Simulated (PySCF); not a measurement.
A calculated (UHF, PySCF 2.14, aug-cc-pCVTZ-DK with one added diffuse shell each of s, p, d, f type, the spin-free X2C one-electron Hamiltonian (Gaussian nucleus)) atom or ion has these occupied shells.

```json
{"shell": "1s α", "electrons": "1", "orbital energy (eV)": "-1914.7", "rms radius, mean of both spins (bohr)": "0.129"}
{"shell": "1s β", "electrons": "1", "orbital energy (eV)": "-1914.2", "rms radius, mean of both spins (bohr)": "0.129"}
{"shell": "2s α", "electrons": "1", "orbital energy (eV)": "-204.86", "rms radius, mean of both spins (bohr)": "0.611"}
{"shell": "2s β", "electrons": "1", "orbital energy (eV)": "-203.84", "rms radius, mean of both spins (bohr)": "0.611"}
{"shell": "2p α", "electrons": "3", "orbital energy (eV)": "-152.22", "rms radius, mean of both spins (bohr)": "0.596"}
{"shell": "2p β", "electrons": "3", "orbital energy (eV)": "-151.82", "rms radius, mean of both spins (bohr)": "0.596"}
{"shell": "3s α", "electrons": "1", "orbital energy (eV)": "-44.760", "rms radius, mean of both spins (bohr)": "1.99"}
```

(1) Name the element and its charge.

Results:

(1) Si(3+) (silicon, charge +3), in [Ne] 3s1, 2S determinant.
